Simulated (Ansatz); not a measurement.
`[SeH][SiH2][SeH]` + `C[Se]P` → `P[Se][SiH2][SeH]` + `C[SeH]`  (redistribution)

Gas-phase electronic energies from Ansatz, PBE0-D4/def2-TZVP geometries. CBS: MP2 limit from def2 TZ/QZ plus the TZ coupled-cluster correction, frozen cores. Functionals use def2-TZVPP. For Se outer-core shells are correlated without core-valence functions, which leaves a few kJ/mol of doubt a bond. Scalar relativity is left out up to krypton. One conformer a species, not always the lowest.

(1) Is it downhill or uphill in electronic energy at CCSD(T)/CBS, and by how much? (Best estimate.)

(2) What do these levels give: BLYP-D4, r2SCAN-D4, r2SCANh-D4, CAM-B3LYP-D4, ωB97M-V, PBE-QIDH, PBE, BLYP, SCS-MP2/def2-TZVPP, CCSD/def2-TZVPP, HF/def2-QZVPP, CCSD/CBS(def2)? (Estimate.)

(3) What do rigid-rotor, harmonic-oscillator terms from PBE0-D4/def2-TZVP frequencies (298.15 K, 1 bar) make of the CCSD(T)/CBS value? (Estimate.)

Largest T1 diagnostic among the species: 0.010.

## Answers

(1) Ansatz gave: Uphill: ΔE = +3.2 kJ/mol.

(2) Ansatz gave: BLYP-D4 3.2, r2SCAN-D4 5.1, r2SCANh-D4 4.7, CAM-B3LYP-D4 3.8, ωB97M-V 3.2, PBE-QIDH 3.0, PBE 5.3, BLYP 6.0, SCS-MP2/def2-TZVPP 1.9, CCSD/def2-TZVPP 3.0, HF/def2-QZVPP 4.2, CCSD/CBS(def2) 3.6 kJ/mol.

(3) Computed: ΔZPE = -0.1 kJ/mol, ΔH = +3.8 kJ/mol, ΔS = 6 J/(mol·K), ΔG = +2.0 kJ/mol. Modes under 50 cm⁻¹ make the entropy rough.

Leaving LDA and LC-ωPBE aside and taking each functional with its dispersion term where it has one, the values, not all of them listed here, spread over 3.2 kJ/mol, from BHLYP-D4 to r2SCAN-D4.
